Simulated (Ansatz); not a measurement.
Halide-capped nanocrystal family: binding per atom (eV) at several levels, gas phase, relaxed structures; Ansatz. Core potentials for Cd, In, Sb in the def2 sets, no spin–orbit coupling. Binding counts from free atoms in the multiplicity of their measured ground term, without zero-point energy. A dash marks a value that wasn't run or was left out as unsound. The structures are stationary points that may keep the symmetry of their start. Correlated methods freeze inner cores and use unrestricted references for open shells.

```
                          species    state            geometry  PBE-D4/def2-TZVP  r2SCAN-D4/def2-TZVP  PBE0-D4/def2-SVP  PBE0-D4/def2-TZVP  RPA@PBE/def2-TZVP  MP2/def2-TZVP
Cd7S6Cl2, cut from wurtzite, disc  singlet  r2SCAN-D4/def2-SVP              2.19                 2.24              2.24               2.19               1.86           2.19
  Cd6Se4Br4, cut from zinc blende  singlet     PBE-D4/def2-SVP              1.95                 2.01              1.99               1.97                  –              –
  In5Sb4Cl3, cut from zinc blende  singlet  r2SCAN-D4/def2-SVP              2.40                 2.32              2.31               2.31               2.05           2.33
   In5P4Cl3, cut from zinc blende  singlet     PBE-D4/def2-SVP              2.60                 2.54              2.48               2.52               2.22           2.52
```
